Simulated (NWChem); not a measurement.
# BaBr₂; SMILES [Br][Ba][Br]

Computed with NWChem. Geometry: optimised at PBE0/def2-SVP. No frequency run checked for a minimum. def2 effective core potentials on Ba; no spin-orbit coupling. Ions are spin-unrestricted doublets at the neutral geometry; other ion states weren't tried.

For level PBE/def2-SVP:

```yaml
vertical ionisation energy, ΔSCF (eV): 8.62
"−ε(HOMO) (eV)": 5.91
```

Estimate the same quantities for level PBE0/def2-SVP.

The vertical ionisation energy, ΔSCF (eV) comes out as 9.02 and the −ε(HOMO) (eV) is 7.11.
